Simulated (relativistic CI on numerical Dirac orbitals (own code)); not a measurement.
# Mo XI: q coefficients and field-shift factors

Calculated at this level of theory: Dirac-Coulomb-Breit CI, separate exchange-only KLI orbitals for each configuration, derivatives by finite differences, unscaled Slater integrals, QED left out (own radial code, finite nucleus).

Configurations in the expansion (outside the closed core [Ar] 3d10): 4s²4p², 4s4p³, 4p⁴, 4s²4p4d, 4s4p²4d, 4s²4p4f, 4s²4d², 4s4d³. Double excitations out of closed p, d and f shells are left out; levels of such configurations are missing from the list, as are those of other unlisted configurations, and high levels can miss mixing partners.

With x = (α/α₀)² − 1 an excitation energy changes as ω = ω₀ + qx; K = 2q/ω₀ is the relative enhancement. Terms are leading LS components, so labels can repeat. The field-shift factor is F = δν/δ⟨r²⟩ for the transition from the lowest level.

Lowest level 4s²4p² ³P0.

```tsv
Level	ω₀ (cm⁻¹)	q (cm⁻¹)	F (GHz/fm²)
4s²4p² ³P1	16907	22970	-0.308
4s²4p² ³P2	26841	27240	-0.368
4s²4p² ¹D2	54737	47070	-0.687
4s²4p² ¹S0	86731	46800	-1.17
4s4p³ ⁵S°2	198432	52290	-31.8
4s4p³ ³D°1	258013	46460	-29.2
4s4p³ ³D°2	258554	48920	-29.4
4s4p³ ³D°3	265361	59510	-29.5
4s4p³ ³P°0	293502	59560	-29.9
4s4p³ ³P°1	296058	63970	-29.8
4s4p³ ³P°2	298994	67690	-29.2
4s4p³ ¹D°2	336345	63600	-22.8
4s4p³ ³S°1	363851	49410	-30.7
```

At this charge energies of transitions that change n are usually good to better than 1 %, and those within a shell (Δn = 0) to a few per cent.

(1) Which transition from the lowest level has the largest |K|?

Results:

(1) 4s²4p² ³P1 at 16907 cm⁻¹, K = 2.72.
